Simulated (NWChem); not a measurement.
System: C$_{3}$H$_{5}$Br; SMILES C=C(C)Br

```xyz
9

C      1.3099    -1.5286     0.0000
C      0.1130    -0.9438     0.0000
C     -1.2111    -1.6282     0.0000
Br     0.0004     0.9567     0.0000
H      2.2390    -0.9569     0.0000
H      1.3736    -2.6205     0.0000
H     -1.8000    -1.3434     0.8859
H     -1.0766    -2.7196     0.0000
H     -1.8000    -1.3434    -0.8859
```
Atoms are numbered in this order, from 1.

Results from NWChem. Geometry optimised at PBE0/def2-SVP; all other runs use it. This build's default masses of Se (78.918 u) and Br (79.917 u) are each other's, which moves their modes by up to 0.6 %.

```json
[
 {"quantity": "−ε(HOMO) (eV)", "level": "PBE/def2-SVP", "value": "5.92"},
 {"quantity": "isotropic polarisability (bohr³), static", "level": "PBE0/def2-SVPD", "value": "[?]"},
 {"quantity": "vertical, lowest excitation, singlet (eV)", "level": "PBE0/def2-SVPD, TDA", "value": "5.73"},
 {"quantity": "dipole in solution (D) in water", "level": "PBE0/def2-SVP, SMD", "value": "[?]"},
 {"quantity": "dipole (D)", "level": "PBE0/def2-SVP", "value": "[?]"},
 {"quantity": "highest harmonic frequency (cm⁻¹)", "level": "PBE0/def2-SVP", "value": "3286"}
]
```

**Question.** Some entries are withheld; supply them.

**Answer.** 
- isotropic polarisability (bohr³), static, value: 60.4
- dipole in solution (D) in water, value: 2.07
- dipole (D), value: 1.57
